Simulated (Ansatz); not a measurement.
InCl₄, that is [InCl4]- with one electron fewer. Total charge 0; doublet. Geometry PBE-D4/def2-SVPD, that of the charge -1 singlet; atoms count from 1.

```xyz
5

In    0.000    0.000    0.000
Cl    1.781   -0.025    1.657
Cl    0.933    0.522   -2.185
Cl   -1.645    1.687    0.603
Cl   -1.069   -2.184   -0.075
```

In the def2 sets In takes a core potential; there is no spin–orbit coupling.

(1) Estimate the Mulliken populations from the PBE0/def2-TZVPD orbitals of Ansatz.

(2) Where does the spin sit?

(3) And the Mayer bond orders between heavy atoms (over 0.3)?

## Answers

(1) 
```tsv
atom	charge (e)	spin (α − β)
In1	1.33	-0.06
Cl2	-0.33	0.27
Cl3	-0.33	0.26
Cl4	-0.33	0.26
Cl5	-0.33	0.26
```
Mulliken values depend strongly on the basis. With diffuse functions, as here, like atoms can get unlike values, and bond orders can come out too low or too high.

(2) Summed by element: In -0.06, Cl 1.06, of 1 unpaired in all. Largest on single atoms: Cl2 0.27, Cl5 0.26, Cl4 0.26.

(3) In1–Cl2 0.63 (2.43 Å); In1–Cl3 0.63 (2.43 Å); In1–Cl4 0.63 (2.43 Å); In1–Cl5 0.63 (2.43 Å).
